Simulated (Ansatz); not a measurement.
The same path of CH₄BClFN (9 atoms, charge 0, multiplicity 1) was run twice with different band settings. Lost on the way: B1–F2, N3–H5. Made: F2–H5.

Method: RKS BLYP/6-31G (Ansatz 0.2.0).

Relaxed end points:

```xyz
9
Properties=species:S:1:pos:R:3
B -0.809 0.587 -0.981
F -0.975 0.723 -2.348
N 0.252 -0.173 -0.474
C 0.605 -0.441 0.939
H 0.875 -0.606 -1.159
Cl -2.025 1.435 0.104
H 1.611 -0.053 1.174
H -0.123 0.053 1.595
H 0.589 -1.525 1.149
```

```xyz
9
Properties=species:S:1:pos:R:3
B -1.210 0.863 -0.157
F 0.072 -0.024 -2.602
N -0.258 0.180 0.303
C 0.734 -0.535 1.060
H 0.186 -0.112 -1.640
Cl -2.543 1.819 -0.772
H 1.747 -0.147 0.854
H 0.546 -0.435 2.143
H 0.725 -1.610 0.811
```

Common settings: movable images 5; climbing image yes; spring 5.0 eV/Å²; optimiser quadratic models (default); start path through a guess of the saddle point; iteration limit 60; end points relaxed.

| run | force threshold |
| --- | --- |
| 1 | 0.03 eV/Å |
| 2 | 0.2 eV/Å |

Task: What does each run give, and how far can it be trusted?

Result: Run 1: converged after 8 iterations, highest image 3.272 eV above the first end. Neighbouring images differ by up to 1.6 eV, so the band resolves the path poorly. A vibrational analysis at the climbing image gives one clearly imaginary mode, 367i cm⁻¹: a first-order saddle point.
Run 2: converged after 6 iterations, highest image 3.273 eV above the first end. The threshold of 0.2 eV/Å is loose, so the images may lie well off the minimum-energy path. Neighbouring images differ by up to 1.5 eV, so the band resolves the path poorly. Another band between the same ends (5 images) ends at a top of the same energy, where a vibrational analysis finds 1 clearly imaginary mode.
The orbitals stay closed-shell, which can raise the energy where a bond breaks towards radicals; this wasn't checked here. Limits of this set-up: no polarisation functions.
